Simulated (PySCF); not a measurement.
**Computed properties of dihydroxy(hydroxysilyl)silane (H6O3Si2), SMILES O[SiH2][SiH](O)O**

dihydroxy(hydroxysilyl)silane (H6O3Si2), SMILES O[SiH2][SiH](O)O. Coordinates come from a ωB97X-D3(BJ)/def2-SVP optimisation. The values are those of a single conformer. All values are computed for the isolated molecule unless a solvent is named; none is compared with measurement here.

**Structure.** All 27 harmonic modes at ωB97X-D3(BJ)/def2-SVP (PySCF) are real, so it is a minimum. With heavy atoms numbered as in [OH:1][SiH2:2][SiH:3]([OH:4])[OH:5], the shortest bond between them is Si3–O4 at 1.665 Å and the longest Si2–Si3 at 2.327 Å.

**Vibrations.** The strongest infrared lines (harmonic, unscaled, degenerate partners summed) lie at 960 cm⁻¹ (226 km/mol, H 49 %, Si 30 %, O 21 %), 978 cm⁻¹ (210 km/mol, H 88 %, Si 8 %), 2263 cm⁻¹ (169 km/mol, H 97 %). The softest mode is at 54 cm⁻¹ and the zero-point energy is 44.2 kcal/mol.

**Electronic structure.** HF/def2-TZVP (PySCF) places the frontier levels at -10.91 and 2.49 eV, a gap of 13.40 eV, and gives a dipole moment of 1.46 D and a mean polarisability of 55.6 bohr³. PBE/def2-TZVP (PySCF) at the same geometry gives -6.68 and -1.45 eV, so its gap is 8.17 eV narrower. An orbital gap is neither the optical nor the fundamental gap.

**Excitations.** TDA-M06-2X/def2-SVPD (PySCF) has S1 at 6.23 eV (199 nm, f = 0.019, weak); the most intense of the 10 singlets computed lies at 7.79 eV (f = 0.14). T1 (TDA) is at 5.67 eV, 0.56 eV under S1. TDA-PBE/def2-SVPD (PySCF) puts S1 at 5.46 eV. No vertical singlet excitation falls in the visible range (under 3.1 eV).

**NMR.** GIAO shifts at PBE0/pcSseg-1 (PySCF) (non-relativistic, atoms alike by connectivity averaged): ¹H from 0.7 to 5.4 ppm against TMS; ²⁹Si from -25.3 to -11.7 ppm against TMS.

**Solvation.** SMD-M06-2X/6-31G* (PySCF) gives -10.5 kcal/mol in water, -7.6 kcal/mol in acetone, -6.2 kcal/mol in tetrahydrofuran (1 M in both phases, gas-phase geometry); of these solvents water holds the molecule best.
